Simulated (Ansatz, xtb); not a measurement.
Two structures of FGeHOSi

Structure X: `F[Si@@H]1[O][Ge]1`, a singlet. Structure Y: a singlet given by its coordinates. Both are isolated molecules in the gas phase, relaxed with PBE0-D3(BJ)/def2-SVP.

X (Å):

```xyz
5

F     1.7375    0.0703   -0.5550
Ge    1.5261   -2.5135   -2.8767
O     0.1870   -1.8188   -1.8092
Si    1.1023   -0.3993   -1.9771
H     0.2789    0.7431   -2.4542
```

Y (Å):

```xyz
5

F     2.4043   -0.7744   -0.9374
Ge   -1.4848    0.0193   -0.6983
O     0.2317    0.3712   -0.3044
Si    1.8613    0.5972   -0.2208
H    -1.7829   -0.7138    0.7017
```

Close contacts (Å): F1–Si4 1.64, Ge2–O3 1.80, O3–Si4 1.65, Ge2–H5 1.61.

**Question.** Estimate E(Y) − E(X) at the level CCSD(T)/def2-TZVP.

**Answer.** Calculated at CCSD(T)/def2-TZVP: E(Y) − E(X) = +0.072 eV, so structure X lies lower.

Level by level:

| level | geometry | E(Y) − E(X) (eV) | departure from the last row (eV) | job, with rough time for the two |
| --- | --- | --- | --- | --- |
| PBE0-D3(BJ)/def2-SVP | PBE0-D3(BJ)/def2-SVP | +0.084 | +0.011 | optimisation, 54 s |
| HF/def2-TZVP | PBE0-D3(BJ)/def2-SVP | −0.309 | −0.381 | part of the CCSD(T) run |
| MP2/def2-TZVP | PBE0-D3(BJ)/def2-SVP | +0.182 | +0.110 | part of the CCSD(T) run |
| CCSD(T)/def2-TZVP | PBE0-D3(BJ)/def2-SVP | +0.072 |  | single point, 92 s |

HF/def2-TZVP puts the two in the other order. The largest departure from CCSD(T)/def2-TZVP is that of HF/def2-TZVP, 0.381 eV. Levels run at GFN2-xTB geometries aren't shown.

With harmonic frequencies from PBE0-D3(BJ)/def2-SVP (ideal gas, rigid rotor, one conformer each, 298.15 K, 1 atm): on the last row, ΔE + ΔZPE = −0.005 eV. A mode under 50 cm⁻¹ makes harmonic enthalpies and free energies unreliable, so none is given.

The correlated steps freeze 16 core orbitals; the filled d shell of Ge is correlated, in a basis made for valence electrons. Run with Ansatz 0.2.0; the last row on 1 thread of Intel(R) Xeon(R) Platinum 8488C (Sapphire Rapids) on a shared host.
